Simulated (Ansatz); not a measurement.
CuF (fluorocopper): the energy, rung by rung

CuF: 2 atoms, total charge 0, spin state singlet. SMILES: `[F][Cu]`. Geometry: relaxed at PBE0-D4/def2-TZVP.

```jsonl
{"atom": "F", "x (Å)": "0.7510", "y (Å)": "-0.2689", "z (Å)": "0.3771"}
{"atom": "Cu", "x (Å)": "-0.7510", "y (Å)": "0.2689", "z (Å)": "-0.3771"}
```

Each level gives the energy change with the F1–Cu2 bond stretched from 1.765 to 2.206 Å (eV). The values are calculated.

```
                     level                    kind  program  value (eV)  CPU time (all runs)
    HF/STO-3G (restricted)            Hartree–Fock   Ansatz        1.85               0.43 s
 SVWN5/STO-3G (restricted)                     LDA   Ansatz        2.18                5.1 s
  BLYP/STO-3G (restricted)                     GGA   Ansatz        1.94                 11 s
r2SCAN/STO-3G (restricted)                meta-GGA   Ansatz        1.97                 46 s
 B3LYP/STO-3G (restricted)           global hybrid   Ansatz        1.97                7.4 s
 HSE06/STO-3G (restricted)  range-separated hybrid   Ansatz        1.93                8.4 s
 wB97X/STO-3G (restricted)  range-separated hybrid   Ansatz        2.06                 53 s
B2PLYP/STO-3G (restricted)           double hybrid   Ansatz        1.94                 11 s
   MP2/STO-3G (restricted)     perturbation theory   Ansatz        1.85               0.95 s
```

The first shape isn't each level's own minimum. The values span 1.85 to 2.18 eV. All rows use very small basis sets, so even the best lies far from the true value. CPU times are rough (shared hosts, several kinds of processor): they show what a rung costs within a factor of a few.
